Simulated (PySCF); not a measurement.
# `C(/C=C\OC)/C=C\C#N`, C$_{7}$H$_{9}$NO

Geometry (Å), atoms numbered from 1 in this order:
```xyz
18

C     3.421   -0.448   -0.430
O     2.057   -0.143   -0.270
C     1.232   -0.599   -1.254
C    -0.048   -0.258   -1.329
C    -0.721    0.664   -0.351
C    -1.627   -0.111    0.547
C    -2.933    0.116    0.694
C    -3.617    1.143    0.017
N    -4.195    1.972   -0.527
H     3.925   -0.076    0.460
H     3.838    0.043   -1.315
H     3.582   -1.528   -0.512
H     1.682   -1.267   -1.981
H    -0.659   -0.673   -2.113
H    -1.288    1.431   -0.883
H     0.053    1.142    0.254
H    -1.161   -0.921    1.094
H    -3.547   -0.481    1.356
```

Computed, not measured: PySCF, GIAO KT3/pcSseg-1 magnetisability, rotational g tensor and spin-rotation constants, non-relativistic, gas phase. Geometry: GFN2-xTB.

Q: Give the nuclear spin-rotation constants along the inertial axes (H = +C I·J) beside the isotropic shieldings.

A: Rotational constants 5.8404, 0.5732, 0.5574 GHz. A star marks the isotopologue with that one atom substituted, in its own axes.
| atom | isotope | Caa (kHz) | Cbb (kHz) | Ccc (kHz) | mean (kHz) | σ (ppm) |
| --- | --- | --- | --- | --- | --- | --- |
| N9 | 14N | 0.882 | 0.069 | 0.115 | 0.355 | -34.5 |
| H10 | 1H | -0.581 | -0.029 | -0.002 | -0.204 | 27.8 |
| H11 | 1H | -0.527 | 0.021 | -0.056 | -0.187 | 28.0 |
| H12 | 1H | -0.479 | -0.049 | 0.007 | -0.174 | 28.0 |
| H13 | 1H | -0.150 | -0.051 | 0.000 | -0.067 | 25.6 |
| H14 | 1H | -0.465 | -0.043 | 0.006 | -0.167 | 27.4 |
| H15 | 1H | -0.252 | -0.009 | -0.056 | -0.106 | 28.4 |
| H16 | 1H | -0.362 | -0.054 | 0.001 | -0.138 | 28.1 |
| H17 | 1H | -0.246 | 0.015 | -0.054 | -0.095 | 25.6 |
| H18 | 1H | -0.414 | 0.011 | -0.048 | -0.150 | 26.7 |
| C1 | 13C* | 0.800 | 0.139 | 0.133 | 0.357 | 124.8 |
| O2 | 17O* | -1.419 | -0.049 | -0.053 | -0.507 | 224.5 |
| C3 | 13C* | 1.887 | 0.167 | 0.222 | 0.758 | 39.9 |
| C4 | 13C* | 1.473 | 0.124 | 0.188 | 0.595 | 86.3 |
| C5 | 13C* | 1.169 | 0.085 | 0.089 | 0.448 | 151.6 |
| C6 | 13C* | 2.173 | 0.265 | 0.114 | 0.851 | 34.5 |
| C7 | 13C* | 1.416 | 0.204 | 0.101 | 0.573 | 91.0 |
| C8 | 13C* | 1.595 | 0.113 | 0.216 | 0.641 | 74.3 |

For the geometry as given, no vibrational averaging.
